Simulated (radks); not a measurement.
Results of a calculation; reference values are marked as such.
Spherical quantum dot in the effective-mass picture: electrons in a well V = -V0 / (1 + exp((r - R)/a)) with V0 = 18, R = 3.41, a = 0.38, with a point charge +2 (a donor) at the centre, all in effective atomic units (hartree* = m*/eps^2 hartree, bohr* = eps/m* bohr), one dielectric constant everywhere. Level of theory: non-relativistic Kohn-Sham, PBE, spin-polarised, spherical densities (a radial shooting solver with Libxc functionals). Levels are named by radial order and angular momentum (1s, 1p, 1d, 2s, ...), and open shells are averaged over m. Results are scaled to m* = 0.042 and eps = 17.1, for which hartree* = 3.908 meV and bohr* = 21.55 nm.

N = 15, configuration 1s2 1p6 1d(up 5, down 0) 2s2. This is the lowest configuration that the search found. Occupied and some empty levels:

level,occupation,eigenvalue (meV),<r> (nm)
1s up,1,-45.990,28.58
1s down,1,-45.784,27.14
1p up,3,-43.445,41.44
1p down,3,-43.035,41.13
2s up,1,-41.815,32.40
2s down,1,-41.558,33.51
1d up,5,-41.037,45.09
1d down,0,-40.589,45.01
1f up,0,-38.112,47.78
1f down,0,-37.651,47.79
2p up,0,-35.802,37.76
2p down,0,-35.560,37.75
1g up,0,-34.711,50.04
1g down,0,-34.252,50.11

Energy (meV): total -843.717, kinetic 71.221, external -1098.2, Hartree 212.80, exchange-correlation -29.495.
